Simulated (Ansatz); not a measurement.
(H2B-mu-NHMe)3 (C₃H₁₈B₃N₃). Charge 0, multiplicity 1. Geometry r2SCAN-D4/def2-SVP.

```xyz
27

B     1.314   -0.195   -0.552
H     2.140    0.296    0.198
H     1.809   -0.712   -1.553
N     0.311    0.944   -1.014
C     1.070    2.027   -1.672
B    -0.599    1.556    0.129
H    -1.430    2.302   -0.385
H     0.119    2.113    0.940
N    -1.360    0.362    0.857
C    -2.506   -0.166    0.091
B    -0.398   -0.769    1.430
H     0.327   -0.274    2.276
H    -1.083   -1.697    1.855
N     0.505   -1.304    0.243
C     1.445   -2.321    0.759
H    -0.301    0.556   -1.738
H     0.383    2.797   -2.053
H     1.679    1.622   -2.494
H     1.736    2.482   -0.928
H    -1.742    0.800    1.699
H    -2.147   -0.650   -0.830
H    -3.185    0.648   -0.202
H    -3.048   -0.923    0.677
H    -0.098   -1.798   -0.421
H     2.053   -2.729   -0.061
H     0.894   -3.129    1.263
H     2.109   -1.837    1.487
```

B3LYP takes the VWN-RPA correlation.

Q: Estimate the orbital energies around the gap (eV) in Ansatz with r2SCANh-D4/def2-TZVP, B3LYP-D4/def2-TZVP, PBE0-D4/def2-SVP, PBE0-D4/def2-TZVP, CAM-B3LYP-D4/def2-TZVP.

A: 
```
orbital  r2SCANh-D4/def2-TZVP  B3LYP-D4/def2-TZVP  PBE0-D4/def2-SVP  PBE0-D4/def2-TZVP  CAM-B3LYP-D4/def2-TZVP
 HOMO−5                 -9.05               -9.43             -9.64              -9.65                  -11.10
 HOMO−4                 -8.27               -8.62             -8.74              -8.83                  -10.29
 HOMO−3                 -8.14               -8.50             -8.63              -8.70                  -10.15
 HOMO−2                 -7.67               -8.06             -8.12              -8.23                   -9.72
 HOMO−1                 -7.22               -7.60             -7.67              -7.77                   -9.22
   HOMO                 -7.16               -7.54             -7.60              -7.70                   -9.16
   LUMO                  0.24               -0.05              0.87               0.26                    1.06
 LUMO+1                  1.14                0.78              1.81               1.10                    1.88
 LUMO+2                  1.15                0.86              1.89               1.16                    1.98
 LUMO+3                  1.93                1.38              2.69               1.70                    2.41
 LUMO+4                  2.31                1.79              3.15               2.12                    2.87
 LUMO+5                  2.38                1.85              3.17               2.17                    2.92
```
